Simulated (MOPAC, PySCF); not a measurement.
C₂H₅B, SMILES `[H]/B=C/C`, neutral singlet in the gas phase. 

Cartesian coordinates (Å):
```xyz
8

B      1.6305    -0.1113     0.0581
C      0.3630     0.3754    -0.1684
C     -1.0061    -0.1838     0.0785
H      2.7366    -0.4724     0.2269
H      0.3949     1.3736    -0.6204
H     -0.9645    -1.1764     0.5284
H     -1.5810     0.4607     0.7503
H     -1.5734    -0.2658    -0.8534
```
Charge 0, spin multiplicity 1.

All levels are single points at this geometry (PBE0-D4/def2-TZVP); Pople sets use spherical d functions. Orbital energies aren't observables, and empty levels follow the basis.

PBE0-D4/def2-TZVP in PySCF gives gap (eV) = 4.93.

Problem. Estimate the gap (eV) from each of these levels: B3LYP-D3(BJ)/def2-TZVP in PySCF; BP86/6-31G* in PySCF; PBE/6-31G* in PySCF; AM1 in MOPAC; PM7 in MOPAC.

Solution. 
```
level                            gap (eV)
-------------------------------  --------
B3LYP-D3(BJ)/def2-TZVP in PySCF      4.49
BP86/6-31G* in PySCF                 2.92
PBE/6-31G* in PySCF                  2.90
AM1 in MOPAC                         9.76
PM7 in MOPAC                         8.81
```
